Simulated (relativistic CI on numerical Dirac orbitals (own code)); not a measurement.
## Hyperfine structure of Pr¹⁷⁺, mass number 141

Computed by Dirac-Coulomb-Breit CI, separate exchange-only KLI orbitals for each configuration, a model potential for QED, unscaled Slater integrals (own radial code, finite nucleus).

Configuration list (outside the closed core [Ar] 3d10): 4s2.4p6.4d6, 4s2.4p5.4d7, 4s2.4p6.4d5.4f, 4s2.4p4.4d8, 4s.4p6.4d7, 4s2.4p6.4d5.5s, 4p6.4d8, 4s2.4p6.4d5.5p, 4s.4p6.4d6.4f, 4s2.4p6.4d4.5s2, 4s2.4p6.4d5.5d, 4s2.4p6.4d4.5p2, 4s2.4p6.4d5.6s, 4s2.4p6.4d5.6d. Levels of other configurations are missing.

Nuclear spin I = 5/2, μ = 4.266 μN, Q = -0.0589 b (tables of Stone and Pyykkö). The electronic factors are computed for point nuclear moments, without core polarisation or the Bohr-Weisskopf and QED corrections.

```json
{"Level": "4s2.4p6.4d6 5D_4", "E (cm⁻¹)": "0.0", "A (MHz)": "4668", "B (MHz)": "-374"}
{"Level": "4s2.4p6.4d6 5D_3", "E (cm⁻¹)": "21423.1", "A (MHz)": "3047", "B (MHz)": "-69.7"}
{"Level": "4s2.4p6.4d6 5D_1", "E (cm⁻¹)": "28761.5", "A (MHz)": "3921", "B (MHz)": "125"}
{"Level": "4s2.4p6.4d6 3G_5", "E (cm⁻¹)": "55329.2", "A (MHz)": "6902", "B (MHz)": "-132"}
{"Level": "4s2.4p6.4d6 3H_6", "E (cm⁻¹)": "56623.2", "A (MHz)": "7497", "B (MHz)": "263"}
{"Level": "4s2.4p6.4d6 5D_2", "E (cm⁻¹)": "57679.8", "A (MHz)": "2584", "B (MHz)": "157"}
{"Level": "4s2.4p6.4d6 3F_2", "E (cm⁻¹)": "63821.0", "A (MHz)": "9397", "B (MHz)": "112"}
{"Level": "4s2.4p6.4d6 3H_4", "E (cm⁻¹)": "78988.0", "A (MHz)": "7624", "B (MHz)": "29.5"}
```

Levels with J = 0, under 50 % of one LS term, or S terms without an open s electron are left out. Small factors come from cancelling terms and can be off by tens of per cent or more.

At this charge energies of transitions that change n are usually good to better than 1 %, and those within a shell (Δn = 0) to a few per cent. Terms inside the open d or f shell come out 10 to 20 % too wide with unscaled integrals.

(1) Give the hyperfine levels of 4s2.4p6.4d6 5D_4 relative to its centre of gravity.

## Answers

(1) With K = F(F + 1) − I(I + 1) − J(J + 1), E = AK/2 + B[¾K(K + 1) − I(I + 1)J(J + 1)]/[2I(2I − 1)J(2J − 1)]: F = 3/2: -58540, F = 5/2: -46760, F = 7/2: -30310, F = 9/2: -9226, F = 11/2: 16430, F = 13/2: 46590 MHz.

LS names give the leading component of a level, which can be under half, so a name can repeat, a term be missing and a line seem to break the LS rules.
